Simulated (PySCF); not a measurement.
# Assigning NMR signals

Geometry:
```
atom   x (Å)   y (Å)   z (Å)
  B1   1.480  -1.356  -0.203
  C2   1.101  -0.323   0.871
  B3   0.095   0.598   0.017
  C4   0.623   1.934  -0.640
  N5  -1.240   0.215  -0.172
  C6  -1.937  -0.951   0.309
  H7   2.334  -1.111  -1.029
  H8   0.877  -2.404  -0.312
  H9   1.936   0.322   1.181
 H10   0.577  -0.746   1.741
 H11   1.494   1.723  -1.283
 H12  -0.126   2.467  -1.247
 H13   0.984   2.628   0.138
 H14  -1.827   0.846  -0.707
 H15  -2.304  -1.581  -0.518
 H16  -2.805  -0.678   0.933
 H17  -1.265  -1.569   0.918
```

- J: B3LYP/pcJ-1 (spin–dipole term only in couplings to heteroatoms)
- geometry from PBE0-D3(BJ)/def2-SVP
- shielding tensors at B3LYP/pcSseg-2 (GIAO)
- run in PySCF
- equivalent nuclei averaged, one conformer, no solvent, non-relativistic

Shifts are taken against calculated references (same method and geometry level): TMS for $^{13}$C and $^{1}$H.

(1) Assign these signals to the numbered atoms. $^{13}$C{$^{1}$H} NMR (computed): δ 42.9 (CH2), 33.6 (CH3), 10.5 (CH3).

(2) Assign these signals to the numbered atoms. $^{1}$H NMR (400 MHz, computed): δ 7.04 (br, 2H), 3.96 (br s, 1H), 2.95 (s, 3H), 2.70 (t, J = 9.1 Hz, 2H), 0.36 (s, 3H).

## Answers

(1) 
42.9 → C2, sp3 CH2 bonded to 2 B
33.6 → C6, methyl carbon bonded to N: deshielded by the electronegative neighbour
10.5 → C4, methyl carbon bonded to B

(2) 
| δ (ppm) | atoms | environment | reason |
| --- | --- | --- | --- |
| 7.04 | H7/H8 | hydrogen on a boron bonded to C | – |
| 3.96 | H14 | hydrogen on a nitrogen bonded to C, B | labile proton, position sensitive to the medium |
| 2.95 | H15/H16/H17 | hydrogen on a methyl carbon bonded to N | its carbon carries N, which withdraws density |
| 2.70 | H9/H10 | hydrogen on an sp3 CH2 bonded to 2 B | – |
| 0.36 | H11/H12/H13 | hydrogen on a methyl carbon bonded to B | – |

Exchangeable OH/NH protons stand at their gas-phase positions; hydrogen bonding in a real sample shifts them, mostly to higher δ. Hydrogens on boron are broadened and split by $^{11}$B (spin 3/2, 80 %) and 10B (spin 3). A carbon bonded to boron is broadened by the quadrupolar boron nucleus and is often missing from a measured spectrum. Splittings below 1 Hz are ignored in the labels, and close J values are merged. Shifts are as computed. Against solution values, carbons near 30 ppm lie about +3 ppm off and those near 130 ppm about +8 ppm. Of 1309 compounds with measured shifts, 239 miss one by over three times the rms of a fit or turn the order of signals round; such compounds aren't used in these exercises. Couplings to exchangeable protons are dropped. Only one conformer was computed, so three-bond couplings in flexible chains and rings are approximate.
